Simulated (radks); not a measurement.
The numbers below are computed, except where a source is named.
Mean orbital radii <r> (bohr) of neutral antimony, [Kr] 4d10 5s2 5p3, of relativity; Dirac values are averaged over j with weights 2j + 1. Spin-unpolarised spherical Kohn-Sham, BLYP, point nucleus unless stated (finite: rms radius 4.6802 fm), a radial shooting solver on a logarithmic mesh with Libxc functionals. A level marked "c x" has the speed of light scaled by that factor and shares open shells by 2j + 1; other Dirac levels either fill j = l - 1/2 first or share by 2j + 1.

| shell | non-rel. |
|---|---|
| 1s | 0.02982 |
| 2s | 0.1287 |
| 2p | 0.1097 |
| 3s | 0.3441 |
| 3p | 0.3348 |
| 3d | 0.3056 |
| 4s | 0.8209 |
| 4p | 0.8653 |
| 4d | 1.022 |
| 5s | 2.313 |
| 5p | 2.948 |

Give the values at the level "Dirac, low j first".

Answer. 
shell  Dirac, low j first  change of magnitude (%)
1s                0.02842                    -4.70
2s                 0.1222                    -5.03
2p                 0.1069                    -2.53
3s                 0.3303                    -3.99
3p                 0.3284                    -1.90
3d                 0.3055                    -0.03
4s                 0.7906                    -3.69
4p                 0.8519                    -1.54
4d                  1.032                    +0.94
5s                  2.227                    -3.74
5p                  2.949                    +0.05
